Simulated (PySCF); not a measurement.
**Computed NMR parameters against published values**

Geometry:
| atom | x (Å) | y (Å) | z (Å) |
| --- | --- | --- | --- |
| F1 | 1.444 | 1.227 | -2.232 |
| C2 | 1.773 | 0.470 | -1.172 |
| F3 | 2.681 | 1.164 | -0.472 |
| F4 | 2.384 | -0.621 | -1.650 |
| C5 | 0.568 | 0.129 | -0.347 |
| C6 | -0.130 | -1.045 | -0.591 |
| C7 | -1.268 | -1.334 | 0.145 |
| C8 | -1.709 | -0.449 | 1.117 |
| C9 | -1.009 | 0.725 | 1.357 |
| C10 | 0.130 | 1.018 | 0.625 |
| H11 | 0.222 | -1.733 | -1.349 |
| H12 | -1.811 | -2.252 | -0.043 |
| H13 | -2.601 | -0.675 | 1.690 |
| H14 | -1.351 | 1.416 | 2.119 |
| H15 | 0.683 | 1.930 | 0.812 |

Published estimates (parent shift plus substituent increments) and measurements: δ 19F F1/F3/F4 -63.7 ppm (measured; University of Colorado NMR facility, 19F NMR Reference Standards).
δ 1H H11/H15 7.56; H13 7.44; H12/H14 7.38 ppm (measured; solution, CCl4, 309 K; Shapiro, Mohrmann, J. Phys. Chem. Ref. Data 1977, 6, 919).
δ 13C C8 131.8; C7/C9 128.8; C6/C10 125.3; δ 1H H11/H15 7.53; H13 7.34; H12/H14 7.27 ppm (estimated from measurements, as parent shift plus tabulated substituent increment; solution, not stated per compound (mostly CDCl3 or CCl4); Pretsch, Buehlmann, Badertscher, Structure Determination of Organic Compounds, 4th ed. (2009)).
δ 19F F1/F3/F4 -63.2 ppm (measured; G. Saielli, R. Bini, A. Bagno, Computational 19F NMR. 2. Organic compounds, RSC Adv. 2014, ESI (exp. from Berger-Braun-Kalinowski 1994 and Everett 1995)).
δ 13C C8 131.7; C5 131.1; C7/C9 128.2; C6/C10 125.2 ppm (estimated from measurements, as parent shift plus tabulated substituent increment; solution, CCl4; Levy, Lichter, Nelson pp. 111-112; Breitmaier, Voelter pp. 256-258, as tabulated by Wired Chemist).

[PySCF 2.14: geometry: PBE0-D3(BJ)/def2-TZVP; GIAO B97-2/pcSseg-2 shieldings; averaged over atoms made equivalent by symmetry, fast rotation or ring inversion; non-relativistic; no solvent; a single conformation]

**Question.** How close does the calculation come?

**Answer.** 
Reference values: measured (University of Colorado NMR facility, 19F NMR Reference Standards).
```csv
atoms,quantity,reference,computed,"computed, scaled"
F1/F3/F4,δ 19F vs CFCl3,-63.7,-75.1,-65.4
```

Reference values: measured (solution, CCl4, 309 K; Shapiro, Mohrmann, J. Phys. Chem. Ref. Data 1977, 6, 919).
| atoms | quantity | reference | computed | computed, scaled |
| --- | --- | --- | --- | --- |
| H11/H15 | δ 1H | 7.56 | 7.99 | 7.65 |
| H13 | δ 1H | 7.44 | 7.79 | 7.47 |
| H12/H14 | δ 1H | 7.38 | 7.75 | 7.43 |

Reference values: estimated from measurements, as parent shift plus tabulated substituent increment (solution, not stated per compound (mostly CDCl3 or CCl4); Pretsch, Buehlmann, Badertscher, Structure Determination of Organic Compounds, 4th ed. (2009)).
| atoms | quantity | reference | computed | computed, scaled |
| --- | --- | --- | --- | --- |
| C8 | δ 13C | 131.8 | 138.1 | 131.3 |
| C7/C9 | δ 13C | 128.8 | 135.2 | 128.4 |
| C6/C10 | δ 13C | 125.3 | 132.9 | 126.2 |
| H11/H15 | δ 1H | 7.53 | 7.99 | 7.65 |
| H13 | δ 1H | 7.34 | 7.79 | 7.47 |
| H12/H14 | δ 1H | 7.27 | 7.75 | 7.43 |

Reference values: measured (G. Saielli, R. Bini, A. Bagno, Computational 19F NMR. 2. Organic compounds, RSC Adv. 2014, ESI (exp. from Berger-Braun-Kalinowski 1994 and Everett 1995)).
```csv
atoms,quantity,reference,computed,"computed, scaled"
F1/F3/F4,δ 19F vs CFCl3,-63.2,-75.1,-65.4
```

Reference values: estimated from measurements, as parent shift plus tabulated substituent increment (solution, CCl4; Levy, Lichter, Nelson pp. 111-112; Breitmaier, Voelter pp. 256-258, as tabulated by Wired Chemist).
```csv
atoms,quantity,reference,computed,"computed, scaled"
C8,δ 13C,131.7,138.1,131.3
C5,δ 13C,131.1,140.1,133.2
C7/C9,δ 13C,128.2,135.2,128.4
C6/C10,δ 13C,125.2,132.9,126.2
```

Computed shifts are σ(ref) − σ with the named reference compound (TMS for H and C) calculated as an isolated molecule at the same level. The measured values may be among those fitted. Scaled to experiment by linear calibration (H and C: mostly CDCl3 data, vs TMS): 1H (scatter 0.14 ppm rms, 0.16 ppm with the 5 outliers that the fit left out); 13C (scatter 2.0 ppm rms, 2.1 ppm with the 3 outliers that the fit left out); 19F (scatter 4.2 ppm rms, 5.7 ppm with the 8 outliers that the fit left out vs CFCl3, solution or neat liquid, with a term for F on sp3 carbon). A few per cent of atoms miss by over 2 rms, more outside the fitted compound classes.

**Question.** How far are the unscaled 19F shifts from the references?

**Answer.** Mean signed difference -11.65 ppm, mean absolute 11.65 ppm over 2 comparisons; the largest is -11.9 ppm at F1/F3/F4 (fluorine of a CF3 group).

**Question.** How far are the unscaled 1H shifts from the references?

**Answer.** Mean signed difference +0.42 ppm, mean absolute 0.42 ppm over 6 comparisons; the largest is +0.48 ppm at H12/H14 (hydrogen on an aromatic CH).

**Question.** How far are the unscaled 13C shifts from the references?

**Answer.** Mean signed difference +7.20 ppm, mean absolute 7.20 ppm over 7 comparisons; the largest is +9.0 ppm at C5 (substituted aromatic carbon).

15 of the 19 published NMR values on file for this molecule are compared.
